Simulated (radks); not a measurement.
Results of a calculation; reference values are marked as such.
Question: Isoelectronic series with 41 electrons, all held in the configuration [Kr] 4d4 5s1, which need not be the ground one along the series. Code: a radial shooting solver on a logarithmic mesh with Libxc functionals. Model: Dirac Kohn-Sham, LDA (Slater exchange, Perdew-Wang correlation), spin-unpolarised, spherical densities, point nucleus; open shells fill j = l - 1/2 first. Total energies (hartree) and orbital eigenvalues (hartree) (* marks an orbital that is empty in some or all of the ions):

ion    E (hartree)     4d5/2*      4d3/2      5s1/2      4p3/2      4p1/2
Nb     -3816.05737   -0.11297   -0.11865   -0.15319   -1.24209   -1.32048
Tc2+   -4280.92264   -0.94270   -0.95500   -0.74560   -2.37177   -2.48383
Rh4+   -4775.96538   -2.16002   -2.18108   -1.58483   -3.89260   -4.04903
Ag6+   -5301.31855   -3.69233   -3.72467   -2.63163   -5.72687   -5.93951
In8+   -5857.22022   -5.51398   -5.56055   -3.87212   -7.85002   -8.13219
Sb10+  -6443.96467   -7.61234   -7.67652   -5.29978  -10.25077  -10.61760
Cs14+   -7711.3645  -12.61238  -12.72386   -8.70492  -15.86312  -16.45277
La16+   -8392.8023  -15.50618  -15.64835  -10.68014  -19.06891  -19.80130
Pr18+   -9106.6463  -18.65916  -18.83747  -12.83706  -22.53906  -23.43847
Pm20+   -9853.3778  -22.06970  -22.29018  -15.17632  -26.27285  -27.36641
Eu22+  -10633.5169  -25.73662  -26.00590  -17.69900  -30.26999  -31.58788

Estimate the row of I12+.

Answer: E (hartree) -7061.88826; 4d5/2* -9.98004; 4d3/2 -10.06570; 5s1/2 -6.91127; 4p3/2 -12.92301; 4p1/2 -13.39160.
